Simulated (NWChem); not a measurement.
System: CF$_{2}$, singlet; SMILES F[C]F

The following NWChem deck was run.

```
start job
memory heap 200 mb stack 900 mb global 1100 mb
geometry units angstroms noautosym nocenter noautoz
  F      1.023701     0.000000    -0.197087
  C      0.000000     0.000000     0.591031
  F     -1.023701     0.000000    -0.197087
end
basis spherical
  * library sto-3g
end
dft
  xc b3lyp
  iterations 150
end
property
  response 1 0.0773
end
task dft property
```

Low-valent species are run as closed-shell singlets; no triplet was tried in these runs. STO-3G and 3-21G are far too small for this property and stand as cheap habits. The geometry was optimised at PBE0/def2-SVP.

Field at 589 nm.

Give the results of this calculation. (B3LYP/STO-3G.) Quantities: isotropic polarisability (bohr³); anisotropy (bohr³).


```yaml
isotropic polarisability (bohr³): 5.8
anisotropy (bohr³): 4.7
```
